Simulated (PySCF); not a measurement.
Homolysis of single bonds, series SiF3-X. All species are isolated molecules in the gas phase. One relaxed conformer stands for each flexible species; it need not be the lowest. Strings in code marks are SMILES.

A: whole molecule (`F[Si](F)(F)S`)
B: radical fragment (`F[Si](F)I`)
C: radical fragment (`F[Si](F)F`)

Problem. Put the candidates in order of dipole moment, lowest first, for PySCF with PBE-D3(BJ)/def2-TZVP // r2SCAN-D4/def2-TZVP.

Solution. B (0.93 D), C (1.02 D), A (1.51 D)
